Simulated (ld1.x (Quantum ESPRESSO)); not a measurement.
# Be: RRKJ pseudisation with BLYP, non-relativistic reference atom.

Be, norm-conserving RRKJ (Kleinman–Bylander form), made with ld1.x (Quantum ESPRESSO) 7.5 (BLYP, non-relativistic). Core [He], reference 2s2 2p0. Waves: 2s (bound): rc 2.20 bohr; 2p (bound, empty): rc 4.20 bohr. Local part: the p channel. Core correction: a·sin(br)/r model core inside 1.40 bohr.

Poles of the logarithmic derivatives, all-electron (AE) and pseudo (PS). s: poles at -0.3, 1.5, 4.3 (AE) and -0.3, 1.4, 3.4 (PS) Ry. p: poles at 0.0, 1.5, 4.0 (AE) and 0.0, 1.8, 4.6 (PS) Ry. Test radius 4.57 bohr.

- Cutoffs needed: 12 Ry and 18 Ry (the cutoffs (Ry, on a coarse ladder) from which the occupation-weighted sum of valence levels, in a spherical-Bessel basis at the reference potential, stays within 10 and 1 mRy of its value at 400 Ry)
- Ghost test: no extra level below or beside the all-electron valence levels (s, p, d, f tested) (spherical-Bessel basis up to 400 Ry, 20 bohr box)
- Largest excitation error: -188 meV (all-electron minus pseudo) for 2s0 2p1, out of 5 test configurations
